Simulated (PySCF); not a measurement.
Sulfur hexafluoride, SF₆.
SMILES: `FS(F)(F)(F)(F)F`

Computed, not measured: TDDFT CAM-B3LYP/def2-SVPD, vertical, gas phase, core orbitals frozen in the response in PySCF. Isolated species at its GFN2-xTB geometry, gas phase.

Task: Predict the UV-vis stick spectrum at this level.

Result: 

```
state  E (eV)  E (kJ/mol)  λ (nm)       f  main configurations (H = HOMO, L = LUMO)
   S1    8.36         807   148.3  0.0000                        H-2/H-1/H→L (≥93%)
   S2    8.36         807   148.3  0.0000                        H-2/H-1/H→L (≥93%)
   S3    8.36         807   148.3  0.0000                        H-2/H-1/H→L (≥96%)
   S4    9.41         908   131.7  0.0000                               H-3→L (95%)
   S5    9.41         908   131.7  0.0000                               H-4→L (95%)
   S6    9.41         908   131.7  0.0000                               H-5→L (95%)
```

Triplets, Tamm–Dancoff:

| state | E (eV) | λ (nm) | main configurations (H = HOMO, L = LUMO) |
| --- | --- | --- | --- |
| T1 | 7.85 | 157.9 | H-2/H-1/H→L (≥92%) |
| T2 | 7.85 | 157.9 | H-2/H-1/H→L (≥92%) |
| T3 | 7.85 | 157.9 | H-2/H-1/H→L (≥93%) |

The lowest singlet level (S1/S2/S3) comes at 148 nm (807 kJ/mol) in the vacuum ultraviolet; it is dark (f under 0.0005). The largest oscillator strength of a single state is 0.0000. S1/S2/S3 and S4/S5/S6 lie within about 0.01 eV of each other in each set; the point group Oh has degenerate representations, and within a degenerate level the listed configurations can mix freely. Löwdin shares by element: HOMO (one of a set within 0.03 eV) fluorine 94% or more; LUMO fluorine 37% or more, sulfur 26% (atoms not listed hold the other 37%). Of the 6 states listed, none reaches f = 0.01 and 6 stay under 0.0005. Orbital energies (eV): HOMO-3 -15.35, HOMO-2 -14.27, HOMO-1 -14.26, HOMO -14.26, LUMO -1.37, LUMO+1 1.49, LUMO+2 1.66. Orbitals of the list HOMO-3 to LUMO+2 that lie within 0.01 eV of each other are written together with a slash and their weights summed (≥ marks a lower bound); for degenerate orbitals outside that list single weights are arbitrary. Only the lowest 8 singlets were computed, as vertical energies without vibronic structure. The highest level found (9.78 eV, f 0.137 so far) is left out, since the window may have cut off a degenerate partner.

Time: 18 s wall. Hardware: an x86-64 server with one thread, on a shared host.
